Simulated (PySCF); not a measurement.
## Pb (lead, neutral): UHF calculation

Configuration: [Xe] 4f14 5d10 6s1 6p3, 6s spin antiparallel (an excited configuration). Calculation: PySCF 2.14, in aug-cc-pVTZ-PP with ECP60MDF; scalar relativity through the core potential.

```json
{
  "Total energy": "-191.470926 hartree",
  "One-electron energy": "-333.8535 hartree",
  "Hartree (Coulomb) energy": "157.2643 hartree",
  "Exchange energy": "-14.8817 hartree",
  "⟨S²⟩": "3.0014",
  "⟨L²⟩": "0.000",
  "Sum of ⟨r⟩": "33.27 bohr",
  "Sum of ⟨r²⟩": "73.15 bohr²"
}
```

```json
{"shell": "5s β", "electrons": "1", "mean orbital energy (hartree)": "-6.26130", "rms radius, mean of both spins (bohr)": "0.925"}
{"shell": "5s α", "electrons": "1", "mean orbital energy (hartree)": "-6.25632", "rms radius, mean of both spins (bohr)": "0.925"}
{"shell": "5p β", "electrons": "3", "mean orbital energy (hartree)": "-3.94450", "rms radius, mean of both spins (bohr)": "1.05"}
{"shell": "5p α", "electrons": "3", "mean orbital energy (hartree)": "-3.94394", "rms radius, mean of both spins (bohr)": "1.05"}
{"shell": "5d β", "electrons": "5", "mean orbital energy (hartree)": "-1.15894", "rms radius, mean of both spins (bohr)": "1.39"}
{"shell": "5d α", "electrons": "5", "mean orbital energy (hartree)": "-1.15570", "rms radius, mean of both spins (bohr)": "1.39"}
{"shell": "6s β", "electrons": "1", "mean orbital energy (hartree)": "-0.57226", "rms radius, mean of both spins (bohr)": "2.43"}
{"shell": "6p α", "electrons": "3", "mean orbital energy (hartree)": "-0.25334", "rms radius, mean of both spins (bohr)": "3.63"}
```

Energies and moments cover only the electrons outside the core potential. Spin-orbit coupling, which splits the p, d and f shells strongly at this Z, is absent. Spin-orbit coupling is strong in this species (close to jj coupling), so the high-spin LS determinant is a model state, not a physical level. With the s spin flipped the determinant is a mixture of two multiplicities, not a spectroscopic state.
